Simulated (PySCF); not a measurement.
Cl3HHfS, multiplicity 1. Atoms are numbered in the order given.

```xyz
6

Hf    -0.0405    -0.0029     0.0000
Cl    -0.4505     1.3023    -1.9067
Cl    -0.4505     1.3023     1.9067
Cl    -1.2499    -2.0050     0.0000
S      2.2976    -0.6630     0.0000
H      2.7189     0.6285     0.0000
```
Charge 0, spin multiplicity 1.

Geometry optimised at B3LYP-D3(BJ)/def2-SVP. The spin state was assumed, not searched. The def2 effective core potentials stand for the cores of Hf; spin–orbit coupling is left out. One conformer was computed; it need not be the lowest.

Level of theory: PBE0/def2-TZVP in PySCF.

ESP charges are fitted to the potential on shells at 1.4 to 2.0 van der Waals radii. Atomic charges (e):

| atom | Löwdin | ESP fit | Mulliken |
|---|---|---|---|
| Hf1 | -0.33 | 0.56 | 1.16 |
| Cl2 | 0.07 | -0.17 | -0.32 |
| Cl3 | 0.07 | -0.17 | -0.32 |
| Cl4 | 0.09 | -0.11 | -0.31 |
| S5 | 0.03 | -0.29 | -0.41 |
| H6 | 0.08 | 0.19 | 0.19 |
